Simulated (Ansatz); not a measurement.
Program: Ansatz. Geometries: PBE0-D4/def2-TZVP. ΔE: electronic, gas phase. CCSD(T)/CBS adds triple-zeta CCSD(T) − MP2 to the extrapolated MP2 energy (def2 sets, frozen cores). This one scheme is used for every species. Functionals use def2-TZVPP. HSE06 is defined as in plane-wave codes. One conformer a species, not always the lowest.

`C[Si](F)([SiH3])Cl` + H₂S → `C[Si](F)(S)Cl` + SiH₄  (cleavage of the Si–Si bond)

| level | ΔE (kcal/mol) | difference from CCSD(T)/CBS |
| --- | --- | --- |
| BLYP-D4 | -15.6 | 1.2 |
| r2SCAN-D4 | -16.8 | 0.0 |
| r2SCAN0-D4 | -17.1 | -0.3 |
| CAM-B3LYP-D4 | -16.6 | 0.2 |
| ωB97M-V | -17.9 | -1.1 |
| B2PLYP | -17.2 | -0.4 |
| revPBE | -14.1 | 2.7 |
| r2SCANh | -17.0 | -0.2 |
| r2SCAN0 | -17.2 | -0.4 |
| HSE06 | -15.4 | 1.4 |
| LC-ωPBE | -16.0 | 0.8 |
| MP2/def2-TZVPP | -19.0 | -2.2 |
| CCSD(T)/def2-TZVPP | -16.7 | 0.1 |
| HF/def2-QZVPP | -18.1 | -1.3 |
| MP2/def2-QZVPP | -19.1 | -2.3 |
| MP2/CBS(def2) | -19.1 | -2.3 |
| CCSD(T)/CBS | -16.8 | 0 |

Largest T1 diagnostic among the species: 0.011.

From BLYP to BHLYP (50 % exact exchange), in def2-TZVPP and without D4, ΔE moves by −2.0 kcal/mol. Leaving LDA and LC-ωPBE aside and taking each functional with its dispersion term where it has one, the values, not all of them listed here, spread over 3.4 kcal/mol, from ωB97M-V to PBE-D4.

CCSD(T)/CBS has its own doubt, a few kJ/mol and more with outer-core shells, so smaller differences from it don't rank the levels.
